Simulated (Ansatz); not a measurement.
`[AlH2][NH][SiH2]CCl`, relaxed with RKS PBE0-D4/def2-TZVP in Ansatz from a PBE-D4/def2-SVP geometry. The force threshold is 0.005 eV/Å; the program also tests the step.

The species carries charge 0 and has multiplicity 1.

Start:

```xyz
12

Al   -1.664   -0.792    0.817
N    -1.225    0.406   -0.515
Si    0.373    0.318   -1.175
C     1.621    0.310    0.303
Cl    0.906   -0.711    1.650
H    -1.604   -2.345    0.447
H    -2.509   -0.210    2.046
H    -1.612    1.353   -0.437
H     0.593   -0.979   -1.901
H     0.734    1.485   -2.056
H     2.604   -0.150    0.078
H     1.782    1.313    0.743
```

Q: How much energy does the relaxation release, and in how many steps? (An estimate is asked.)

A: The calculation gave: 6.04 kJ/mol, in 10 steps, 1 of them rejected.

Q: Which bonds change most? (Estimate.)

A: The calculation gave: N2–Si3 from 1.731 to 1.700 Å; C4–Cl5 from 1.835 to 1.807 Å; Si3–C4 from 1.935 to 1.911 Å.

Q: Give the relaxed structure. (An estimate is asked.)

A: Computed: 
```xyz
12

Al   -1.625   -0.773    0.827
N    -1.198    0.367   -0.531
Si    0.378    0.328   -1.169
C     1.595    0.296    0.304
Cl    0.870   -0.751    1.586
H    -1.639   -2.326    0.514
H    -2.413   -0.146    2.054
H    -1.635    1.278   -0.513
H     0.645   -0.921   -1.928
H     0.720    1.518   -1.994
H     2.568   -0.143    0.083
H     1.734    1.274    0.765
```
